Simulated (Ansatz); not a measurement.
Species: [Zr(OCH3)4] (charge 0, multiplicity 1).

Problem. Give a relaxed geometry from PBE-D3(BJ)/def2-SVP in Ansatz (a quantum-chemistry and plane-wave program).

Solution. One answer among several that fit: the end point of this relaxation, one of several conformers.
Cartesian coordinates (Å) in one orientation:
```xyz
21

Zr     0.401     0.165    -0.361
O      2.230     0.343    -1.001
C      3.538     0.468    -1.452
H      4.042     1.355    -1.001
H      3.578     0.588    -2.559
H      4.146    -0.430    -1.191
O     -0.824     0.252    -1.869
C     -1.694     0.317    -2.951
H     -2.405     1.170    -2.852
H     -2.301    -0.614    -3.042
H     -1.142     0.451    -3.910
O      0.005     1.610     0.880
C     -0.280     2.642     1.766
H      0.588     3.333     1.879
H     -0.530     2.250     2.780
H     -1.148     3.249     1.418
O      0.194    -1.543     0.545
C      0.040    -2.764     1.191
H     -0.736    -3.392     0.695
H     -0.269    -2.626     2.253
H      0.991    -3.347     1.192
```
